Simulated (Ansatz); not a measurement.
`OC(F)[SiH](F)F` → `CO[Si](F)(F)F`  (isomerisation)

Computed with Ansatz on PBE0-D4/def2-TZVP structures; ΔE is electronic, products minus reactants. CCSD(T)/CBS is the MP2 limit (def2-TZVPP, def2-QZVPP) plus CCSD(T) − MP2 in def2-TZVPP, frozen cores. Each species was taken in one conformer, which may not be the lowest.

`OC(F)[SiH](F)F`:

Cartesian coordinates in Å:
```
O 0.329 0.866 1.344
C -0.232 -0.196 0.673
F -1.622 -0.176 0.806
Si 0.178 0.004 -1.167
F 1.739 -0.195 -1.352
F -0.547 -1.159 -1.961
H 0.294 0.712 2.294
H 0.087 -1.164 1.082
H -0.227 1.307 -1.720
```

`CO[Si](F)(F)F`:

Cartesian coordinates in Å:
```
C 0.178 0.571 1.264
O -0.220 -0.530 0.467
Si -0.200 -0.618 -1.127
F -1.113 0.476 -1.795
F -0.724 -2.032 -1.549
F 1.245 -0.420 -1.716
H 0.043 0.288 2.308
H -0.438 1.449 1.052
H 1.229 0.817 1.096
```

```csv
level,ΔE (eV)
MP2/def2-TZVPP,-3.68
CCSD/def2-TZVPP,-3.62
```

Problem. What does CCSD(T)/CBS give? (An estimate is asked.)

Solution. Ansatz gave: -3.60 eV. The listed levels differ from it by -0.08, -0.02 eV.

Largest T1 diagnostic among the species: 0.012.

From PBE to PBE0 (25 % exact exchange), in def2-TZVPP and without D4, ΔE moves by −0.18 eV. In def2-TZVPP, CCSD(T) changes the Hartree–Fock value by +0.21 eV (the triples alone add +0.05 eV) and MP2 by +0.11 eV.
